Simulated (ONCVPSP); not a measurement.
Ce (Z = 58): excitation energies, all-electron against ONCV

- Element: cerium
- Generator: ONCVPSP 4.0.1
- Type: optimised norm-conserving Vanderbilt (ONCV)
- Functional: PW91
- Relativity: scalar-relativistic
- Frozen core: [Kr]
- Valence charge: 22
- Reference configuration: 4d10 5s2 5p6 5d2 6s2
- Partial waves: 5s+6s: rc 2.25 bohr, ncon 4, nbas 8, qcut 5.5 1/bohr, 2 projectors; 5p: rc 2.40 bohr, ncon 3, nbas 7, qcut 6.9 1/bohr, 2 projectors, debl 2.9 Ha; 4d+5d: rc 1.20 bohr, ncon 4, nbas 9, qcut 15.8 1/bohr, 2 projectors; f scattering state at 0.37 Ha: rc 1.85 bohr, ncon 5, nbas 8, qcut 5.5 1/bohr, 3 projectors, debl 2.7 Ha
- Local potential: polynomial inside 1.15 bohr (lpopt 5, dvloc0 0 Ha)
- Core correction: none

In the f channel the program set the typed energies aside and used -0.422, 2.278, 4.978 Ha.

Energies are relative to the spin-unpolarised reference configuration 4d10 5s2 5p6 5d2 6s2; without spin polarisation the order of configurations can differ from experiment. Not all tests gave a result: 1 of 4 tests not solved or not reliable. Left out of the table: 4d10 4f1 5s2 5p6 5d0 6s2 6p1 (all-electron energy unsafe for a near-neutral lanthanide with less than one 5d electron, printed error +1.1 eV).

| valence configuration | charge | ΔE all-electron (eV) | error AE − PS (meV) |
| --- | --- | --- | --- |
| 4d10 4f1 5s2 5p6 5d1 6s2 | 0 | -4.840 | +1039 |
| 4d10 4f1 5s2 5p6 5d1 6s1 | +1 | 1.272 | +1031 |
| 4d10 4f1 5s2 5p6 5d1 6s0 | +2 | 12.380 | +1018 |

Levels in the configuration 4d10 4f1 5s2 5p6 5d1 6s2:

```
level  all-electron (eV)  pseudo (eV)
   4d           -110.531     -112.517
   5s            -40.641      -40.702
   5p            -23.259      -23.297
   5d             -3.095       -3.064
   6s             -3.783       -3.788
   4f             -5.445       -7.392
```

These tests converged, but a pseudo level misses the all-electron one widely, so the file describes the atom poorly there or has found another state: 4d10 4f1 5s2 5p6 5d1 6s2: 4f by 1.9 eV.

Note: ghosts flagged at negative energy: s at -156.8 eV, f at -1369.7 eV (a further GHOST(-) flag falls on a real empty level of the atom); GHOST(+) flagged for p at 70.3 eV. A true bound ghost makes a file unfit for plane-wave use.
